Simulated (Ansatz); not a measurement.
Input and output for C2H6Br2GaN, SMILES `C[N](C)[Ga]([Br])[Br]`.

```yaml
crystal:
  periodic: [false, false, false]
  atoms:
    - {symbol: C, position_ang: [-0.552017, -0.732962, 1.118946]}
    - {symbol: N, position_ang: [0.004127, -0.007723, 0.003722]}
    - {symbol: C, position_ang: [1.255133, -0.538691, -0.477986]}
    - {symbol: Ga, position_ang: [-0.792773, 1.433651, -0.722758]}
    - {symbol: Br, position_ang: [0.166412, 2.509442, -2.481246]}
    - {symbol: Br, position_ang: [-2.766846, 2.193865, 0.110740]}
    - {symbol: H, position_ang: [0.134742, -0.728918, 1.976262]}
    - {symbol: H, position_ang: [-0.744293, -1.781340, 0.853419]}
    - {symbol: H, position_ang: [-1.495393, -0.289191, 1.441455]}
    - {symbol: H, position_ang: [1.629155, 0.046709, -1.319608]}
    - {symbol: H, position_ang: [1.141336, -1.578633, -0.812872]}
    - {symbol: H, position_ang: [2.020426, -0.526209, 0.309927]}
basis:
  gaussian: {orbitals: x2c-TZVPPall}
total_charge: -1
magnetization: {spin_polarized: true, initial_magnetization: 1}
hamiltonian: {xc: {name: HF}}
correlation: {active_space: {window: {electrons: 6, orbitals: 2}}}
accuracy: high
output: {forces: true}
```

```sh
$ ansatz run in.yaml --threads 2 --pin off --events-out ev --progress --plain --max-ram 22528MiB --backend cuda --devices 0, --max-vram 18GiB
```

Shortened log:

```
Error: invalid value for `correlation.active_space`: it starts from restricted Hartree–Fock orbitals; set hamiltonian.xc: hf without magnetization.spin_polarized
```
